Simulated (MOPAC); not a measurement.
MOPAC input (PM6):

```
PM6 FORCE THERMO(298,298) PRECISE LET GEO-OK AUX(PRECISION=9) THREADS=1
F3Sb

Sb    0.00265082 1   -0.00337955 1    0.35497209 1
F    -1.36879155 1   -0.99415877 1   -0.65984630 1
F    -0.18934763 1    1.68756637 1   -0.64312170 1
F     1.54334100 1   -0.67454175 1   -0.67855262 1
```

From the output:

```
     F    4   3.248886   0.136539   0.136517   3.276213

          HEAT OF FORMATION =    -165.068438 KCALS/MOLE

          ZERO POINT ENERGY       3.198 KCAL/MOL

           NORMAL COORDINATE ANALYSIS (Total motion = 1 Angstrom)

   Root No.       1         2         3         4         5         6

                 1 E       1 E       1 A1      2 A1      2 E       2 E

                 152.5     152.5     188.9     575.7     583.5     583.5

           1   -0.0143    0.0478   -0.0540   -0.0382   -0.0783    0.0219
           2   -0.0360   -0.0315   -0.0599   -0.0423    0.0504    0.0590
           3    0.0435   -0.0104   -0.0671   -0.0475    0.0180   -0.0702
           4   -0.0152    0.0510   -0.0535    0.3086    0.4526   -0.1266
           5    0.3258   -0.0461    0.1953   -0.0003    0.0004   -0.0023
           6   -0.2116   -0.2234    0.2191   -0.0003    0.0015    0.0015
           7    0.3137   -0.1012    0.1998   -0.0319    0.0353    0.0313
           8   -0.0044   -0.0493   -0.0332    0.3069   -0.3347   -0.3248
           9   -0.0879    0.2948    0.2191   -0.0003   -0.0021    0.0006
          10   -0.2071   -0.2562    0.1998   -0.0319    0.0137   -0.0450
          11   -0.0908    0.2973    0.2215   -0.0354    0.0111   -0.0509
          12    0.0205   -0.0049   -0.0080    0.3049   -0.1147    0.4477

           MASS-WEIGHTED COORDINATE ANALYSIS (NORMAL COORDINATES)

   Root No.       1         2         3         4         5         6

                 1 E       1 E       1 A1      2 A1      2 E       2 E

                 152.5     152.5     188.9     575.7     583.5     583.5

           1   -0.0605    0.2114   -0.2353   -0.1707   -0.3184    0.0863
           2   -0.1599   -0.1371   -0.2608   -0.1892    0.2023    0.2428
           3    0.1912   -0.0478   -0.2925   -0.2122    0.0758   -0.2858
           4   -0.0255    0.0890   -0.0921    0.5447    0.7274   -0.1970
           5    0.5657   -0.0865    0.3362   -0.0004    0.0006   -0.0036
           6   -0.3722   -0.3849    0.3771   -0.0005    0.0025    0.0024
           7    0.5436   -0.1821    0.3439   -0.0563    0.0561    0.0510
           8   -0.0086   -0.0857   -0.0572    0.5418   -0.5314   -0.5290
           9   -0.1472    0.5148    0.3771   -0.0005   -0.0033    0.0009
          10   -0.3651   -0.4420    0.3439   -0.0563    0.0226   -0.0724
          11   -0.1523    0.5192    0.3811   -0.0624    0.0186   -0.0819
          12    0.0355   -0.0089   -0.0137    0.5382   -0.1909    0.7202

          DESCRIPTION OF VIBRATIONS

 VIBRATION          2    1E          ATOM PAIR     ENERGY CONTRIBUTION    RADIAL
 FREQUENCY           152.55         Sb1 -- F 4         +48.5% ( 66.2%)      0.1%
 TRANSITION DIPOLE   1.1539         Sb1 -- F 3         +32.8% ( 54.4%)      1.8%
 TRAVEL (Ang.)       0.2528         Sb1 -- F 2         +18.8% ( 41.2%)     11.4%
 REDUCED MASS        6.9184
 EFFECTIVE MASS     29.3707
 FORCE CONSTANT      0.0949

 VIBRATION          3    1A1         ATOM PAIR     ENERGY CONTRIBUTION    RADIAL
 FREQUENCY           188.95         Sb1 -- F 3         +33.3% ( 62.2%)      2.5%
 TRANSITION DIPOLE   2.5913         Sb1 -- F 2         +33.3% ( 62.2%)      2.5%
 TRAVEL (Ang.)       0.1961         Sb1 -- F 4         +33.3% ( 62.2%)      2.5%
 REDUCED MASS        9.2769
 EFFECTIVE MASS     42.6007
 FORCE CONSTANT      0.1951

 VIBRATION          4    2A1         ATOM PAIR     ENERGY CONTRIBUTION    RADIAL
 FREQUENCY           575.66         Sb1 -- F 2         +33.3% ( 58.3%)     86.4%
 TRANSITION DIPOLE   0.5659         Sb1 -- F 3         +33.3% ( 58.3%)     86.4%
 TRAVEL (Ang.)       0.1344         Sb1 -- F 4         +33.3% ( 58.3%)     86.4%
 REDUCED MASS        6.4886
 EFFECTIVE MASS     26.0455
 FORCE CONSTANT      1.2669

 VIBRATION          6    2E          ATOM PAIR     ENERGY CONTRIBUTION    RADIAL
 FREQUENCY           583.52         Sb1 -- F 4         +60.4% ( 79.6%)     96.0%
 TRANSITION DIPOLE   2.6103         Sb1 -- F 3         +33.2% ( 59.0%)     86.0%
 TRAVEL (Ang.)       0.1099         Sb1 -- F 2          +6.4% ( 26.0%)     35.8%
 REDUCED MASS        9.5634
 EFFECTIVE MASS     28.6235
 FORCE CONSTANT      1.9185

      SYMMETRY NUMBER FOR POINT-GROUP C3v =  3

          SYSTEM IS A GROUND STATE

 F3Sb

          MOLECULE IS NOT LINEAR

          THERE ARE  6 GENUINE VIBRATIONS IN THIS SYSTEM
          THIS THERMODYNAMICS CALCULATION IS LIMITED TO
          MOLECULES WHICH HAVE NO INTERNAL ROTATIONS

                    CALCULATED THERMODYNAMIC PROPERTIES
                                          *
   TEMP. (K)   PARTITION FUNCTION   H.O.F.    ENTHALPY  HEAT CAPACITY ENTROPY
                                   KCAL/MOL   CAL/MOLE    CAL/K/MOL  CAL/K/MOL

 298.00  VIB.     0.7419D+01                  1484.9033     8.8704     8.9653
         ROT.     0.3950D+05                   888.2803     2.9808    24.0135
         INT.     0.2930D+06                  2373.1836    11.8512    32.9788
         TRA.     0.2310D+28                  1480.4672     4.9680    41.4470
         TOT.                     -165.068    3853.6508    16.8193    74.4258

   *: NOTE: HEATS OF FORMATION ARE RELATIVE TO THE
            ELEMENTS IN THEIR STANDARD STATE AT 298K
              (=  Standard Enthalpy of Formation).

            Hvib:  Zero-point energy is not included.
                   frequencies of less than zero cm-1 are not included.
            Hrot = (3/2)RT
            Htra = (3/2)RT + pV = (5/2)RT

            Heat capacity is Cp, not Cv

          For more information, see: HTTP://OpenMOPAC.net/Manual/thermochemistry.html

           FORCE CONSTANT IN CARTESIAN COORDINATES (Millidynes/A)

    ATOM   CHEMICAL       X               Y               Z
   NUMBER   SYMBOL  FORCE CONSTANT  FORCE CONSTANT  FORCE CONSTANT

      1      Sb        3.574032        3.538987        3.490381
      2       F        3.270527        0.131124        0.132152
      3       F        0.167130        3.234520        0.132152
      4       F        0.167130        0.176269        3.190404

 **********************
 *                    *
 * JOB ENDED NORMALLY *
 *                    *
 **********************

 == MOPAC DONE ==
```
